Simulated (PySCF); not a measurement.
# CH6F3NOSi3

CH6F3NOSi3 is a carbene (divalent C), neutral, singlet. The structure, one conformer, was relaxed in the gas phase by PBE0-D3(BJ)/def2-SVP. No frequency run checks that it is a minimum.

SMILES: F[Si](F)(F)O[C]N([SiH3])[SiH3]

Coordinates in Å:
```
C1      0.554   -0.372    0.160
N2     -0.551    0.286   -0.142
Si3    -0.470    2.064   -0.384
Si4    -2.087   -0.672   -0.290
O5      0.523   -1.662    0.344
Si6     2.238   -1.088    0.574
F7      3.113   -0.693   -0.717
F8      2.852   -2.540    0.922
F9      2.654   -0.267    1.895
H10     0.951    2.458   -0.220
H11    -1.350    2.707    0.631
H12    -0.981    2.361   -1.751
H13    -2.403   -1.317    1.010
H14    -3.098    0.369   -0.625
H15    -1.957   -1.658   -1.392
```

Shieldings: GIAO PBE0/pcSseg-1. Shifts are against computed references at the same level: C TMS (σ 184.4 ppm), H TMS (σ 31.27 ppm), Si TMS (σ 352.0 ppm). Core levels by delta-SCF with SCAN, pcX-2 on the ionised atom and pcseg-1 elsewhere, spin-free X2C (2p3/2 is the spin-free 2p value less a third of a first-order spin-orbit splitting); from the vacuum level, for chosen atoms.

**Question.** Give the NMR and core-level values of the distinct atoms.

**Answer.** 
| atoms | bonded to | σ (ppm) | δ (ppm) | core level (eV) |
| --- | --- | --- | --- | --- |
| C1 | 1 N + 1 O + 1 Si | -71.2 | 255.6 | 1s 293.79 |
| N2 | 1 C + 2 Si | 119.3 | - | 1s 406.06 |
| Si3 | 1 N + 3 H | 388.6 | -36.6 | 2p3/2 108.25 |
| Si4 | 1 N + 3 H | 408.2 | -56.2 | - |
| O5 | 1 C + 1 Si | -120.5 | - | 1s 539.09 |
| Si6 | 1 C + 3 F + 1 O | 490.3 | -138.3 | 2p3/2 109.75 |
| F7 | 1 Si | 322.0 | - | - |
| F8 | 1 Si | 316.9 | - | - |
| F9 | 1 Si | 321.1 | - | - |
| H10 H11 H12 | 1 Si | 26.31 | 4.96 | - |
| H13 H14 H15 | 1 Si | 26.62 | 4.65 | - |

Values are those of this one static structure, with the three H of a rotating XH3 group averaged; atoms that internal rotation interchanges would show their mean in an NMR spectrum.

The core-hole state of C1 is spin-contaminated (⟨S²⟩ 0.83 against 0.75 for a pure doublet), so that value and differences from it are less sure.

**Question.** Which of Si3, Si6 holds its core electrons tightest, and by how much against the loosest?

**Answer.** Si6 (bonded to 1 C + 3 F + 1 O), by 1.50 eV over Si3 (bonded to 1 N + 3 H).

**Question.** By CAM-B3LYP/def2-SVPD (TDDFT singlets, Tamm-Dancoff triplets, ionisation by delta-SCF), where does absorption start, and what does vertical ionisation take?

**Answer.** The lowest singlet lies at 4.98 eV (f 0.004), the strongest of the first 6 at 7.85 eV (f 0.146), the lowest triplet at 3.97 eV; vertical ionisation takes 10.40 eV.
